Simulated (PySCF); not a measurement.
Isomers of C6H6N2Si, mass 134.030 u with the commonest isotopes. Level of theory: CAM-B3LYP/def2-SVPD in PySCF (dipole) on a GFN2-xTB geometry, gas phase. One conformer each, none proved a minimum here; rigid rotors.

Question: Order these by rotational constant B, largest first.
A. `[CH2:1]=[CH:2][C:3]#[C:4][Si@@H:5]([C:6]#[N:7])[N:8]=[CH2:9]` with C4–Si5–N8–C9 2°
B. `[N:1]#[C:2][C:3]1=[CH:4][C@@H:5]([C:6]#[N:7])[CH2:8][SiH2:9]1` with C3–C4–C5–C6 -107°, C4–C5–C8–Si9 -18°, C5–C8–Si9–C3 15°, C2–C3–Si9–C8 171°
C. `[CH2:1]=[CH:2]/[C:3]([C:4]#[N:5])=[CH:6]/[SiH2:7][C:8]#[N:9]` with C1–C2–C3–C4 0°, C3–C6–Si7–C8 180°
D. `C#Cc1cnncc1[SiH3]`
E. `CC#CC([SiH3])(C#N)C#N`
F. `[CH2:1]=[CH:2]/[C:3]([C:4]#[N:5])=[CH:6]\[SiH2:7][C:8]#[N:9]` with C1–C2–C3–C4 2°, C3–C6–Si7–C8 -53°

Answer: D (1353 MHz), B (987.7 MHz), E (914.4 MHz), F (819.5 MHz), A (713.9 MHz), C (670.8 MHz).

Question: Order these by rotational constant C, largest first.
A. `[CH2:1]=[CH:2]/[C:3]([C:4]#[N:5])=[CH:6]\[SiH2:7][C:8]#[N:9]` with C1–C2–C3–C4 2°, C3–C6–Si7–C8 -53°
B. `[N:1]#[C:2][C:3]1=[CH:4][C@@H:5]([C:6]#[N:7])[CH2:8][SiH2:9]1` with C3–C4–C5–C6 -107°, C4–C5–C8–Si9 -18°, C5–C8–Si9–C3 15°, C2–C3–Si9–C8 171°
C. `C(C(C#N)(C#CC)[SiH3])#N`
D. `[CH2:1]=[CH:2][C:3]#[C:4][Si@@H:5]([C:6]#[N:7])[N:8]=[CH2:9]` with C4–Si5–N8–C9 2°
E. `[CH2:1]=[CH:2]/[C:3]([C:4]#[N:5])=[CH:6]/[SiH2:7][C:8]#[N:9]` with C1–C2–C3–C4 0°, C3–C6–Si7–C8 180°

Answer: C (902.7 MHz), B (791.7 MHz), A (669.3 MHz), D (575.8 MHz), E (554.8 MHz).

Question: Order these by out-of-plane moment Σ m c² = (Ia + Ib − Ic)/2, smallest first.
A. `[CH2:1]=[CH:2][C:3]#[C:4][Si@@H:5]([C:6]#[N:7])[N:8]=[CH2:9]` with C4–Si5–N8–C9 2°
B. `[N:1]#[C:2][C:3]1=[CH:4][C@@H:5]([C:6]#[N:7])[CH2:8][SiH2:9]1` with C3–C4–C5–C6 -107°, C4–C5–C8–Si9 -18°, C5–C8–Si9–C3 15°, C2–C3–Si9–C8 171°
C. `[CH2:1]=[CH:2]/[C:3]([C:4]#[N:5])=[CH:6]\[SiH2:7][C:8]#[N:9]` with C1–C2–C3–C4 2°, C3–C6–Si7–C8 -53°
D. `[CH2:1]=[CH:2]/[C:3]([C:4]#[N:5])=[CH:6]/[SiH2:7][C:8]#[N:9]` with C1–C2–C3–C4 0°, C3–C6–Si7–C8 180°
E. `CC#CC([SiH3])(C#N)C#N`

Answer: D (3.03 u·Å²), C (42.20 u·Å²), B (44.42 u·Å²), A (48.62 u·Å²), E (158.01 u·Å²).

```tsv
SMILES	point group	Ia (u·Å²)	Ib (u·Å²)	Ic (u·Å²)	κ	μa (D)	μb (D)	μc (D)
C=C/C(C#N)=C/[SiH2]C#N	Cs	163.56	753.37	910.86	-0.91	3.01	1.79	0.02
C=CC#C[Si@@H](C#N)N=C	C1	267.00	707.87	877.63	-0.79	3.40	4.33	0.18
N#CC1=C[C@@H](C#N)C[SiH2]1	C1	215.53	511.70	638.38	-0.75	1.72	3.38	3.06
C#Cc1cnncc1[SiH3]	Cs	260.42	373.62	628.19	-0.04	4.30	0.29	0.00
C=C/C(C#N)=C\[SiH2]C#N	C1	222.82	616.67	755.09	-0.81	1.25	1.36	2.78
CC#CC([SiH3])(C#N)C#N	near Cs	323.16	552.71	559.85	-0.96	3.34	0.02	4.17
```
